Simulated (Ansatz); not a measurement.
C$_{2}$H$_{2}$N (SMILES [CH2-]C#N), charge -1, singlet, at a GFN2-xTB geometry (a gas-phase anion, which may not be bound at this level), with bond 4-1 at 1.25 times its length; HF/6-31G (Ansatz, a quantum-chemistry and plane-wave program).

The Ansatz input:
Ansatz 0.2 input:
```yaml
crystal:
  periodic: [false, false, false]
  atoms:
    - {symbol: C, position_ang: [0.00239539, -0.05738577, -1.17430271]}
    - {symbol: C, position_ang: [-0.00030500, -0.00940597, 0.17345626]}
    - {symbol: N, position_ang: [-0.00297384, 0.15282315, 1.34104101]}
    - {symbol: H, position_ang: [1.15312813, -0.40064985, -1.81811492]}
    - {symbol: H, position_ang: [-0.91470705, -0.33701456, -1.69285587]}
basis:
  gaussian:
    orbitals: 6-31G
hamiltonian:
  xc: hf
total_charge: -1
```

**Question.** Write the output that Ansatz gives for this input, abridged.

**Answer.** 
```
Functional definition: HF
450 factors; integrals over basis functions are off by at most 2.5e-4 eV
mean field evaluation 1: about -3567.9339 eV, gradient 2.6e1 eV
mean field evaluation 2: about -3567.9425 eV, gradient 2.6e1 eV
mean field evaluation 4: about -3569.9180 eV, gradient 3.4e0 eV
mean field evaluation 8: about -3569.9809 eV, gradient 7.6e-2 eV
mean field -3569.98084417 eV, -131.1943762033 hartree, gradient 3.0e-5 eV, S^2 0.000000; 0 other end points of the search recorded, 0 dependent functions left out
reference -3569.98084417 eV, -131.1943762033 hartree; 11, 11 occupied and 20, 20 virtual orbitals, 450 factors
Total energy: -3569.98084417 eV, -131.1943762033 hartree
```
